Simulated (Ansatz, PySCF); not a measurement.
Dimer: NH3 (SMILES N) (first 4 atoms) with SiH4 (SMILES [SiH4]); geometry from B3LYP-D3(BJ)/def2-TZVP, rigid monomers moved along the line of their centres of mass till N1···Si5 is 4.19 Å.
(charge 0, multiplicity 1):
```xyz
9

N      0.070     0.164    -0.007
H     -0.744     0.643     0.360
H      0.038    -0.793     0.325
H      0.890     0.601     0.394
Si    -0.024     0.011     4.183
H      1.211     0.699     3.746
H     -0.058    -0.043     5.663
H     -0.044    -1.366     3.642
H     -1.206     0.754     3.693
```

Quantity: the interaction energy.

Interaction energies are E(AB) − E(A) − E(B) at the monomers' geometry in the complex; basis-set methods are counterpoise corrected.

Correlated levels freeze the cores. CBS(a, b) extrapolates the correlation energy as X⁻³ and adds the Hartree–Fock energy of set b.

Programs: Ansatz (Gaussian basis) for Hartree–Fock, density functionals and correlated methods; PySCF for the dispersion terms. Each number belongs to the level named beside it.

Costs are ratios of core time to PBE/def2-TZVPPD (roughly 2.5 s), for whole runs (searches for the state included, and forces where a run took them) on one shared machine, so rough; each difference counts from -0.67 kcal/mol (CCSD(T)/CBS(aug-cc-pV(D+d)Z, aug-cc-pV(T+d)Z), a level with limits of its own).

A star marks coupled-cluster runs past 200 virtual orbitals, where the program's memory plan changes under this machine's limit, so their costs aren't comparable with smaller runs.

```
level                      basis functions   cost  difference (kcal/mol)
-------------------------  ---------------  -----  ---------------------
PBE/def2-TZVPPD                        204     ×1                   0.22
PBE-D3(BJ)/def2-TZVPPD                 204     ×1                  -0.32
PBE0/def2-TZVPPD                       204     ×1                   0.33
PBE0-D3(BJ)/def2-TZVPPD                204     ×1                  -0.23
B3LYP/def2-TZVPPD                      204     ×1                   0.76
B3LYP-D3(BJ)/def2-TZVPPD               204     ×1                  -0.05
r2SCAN/def2-TZVPPD                     204     ×2                   0.09
r2SCAN-D3(BJ)/def2-TZVPPD              204     ×2                  -0.19
wB97X-V/def2-TZVPPD                    204     ×3                  -0.03
wB97M-V/def2-TZVPPD                    204     ×4                   0.03
CCSD(T)/aug-cc-pV(D+d)Z                118     ×4                   0.10
CCSD(T)/aug-cc-pV(T+d)Z                262  ×300*                   0.03
```

Ansatz is a first-principles code.
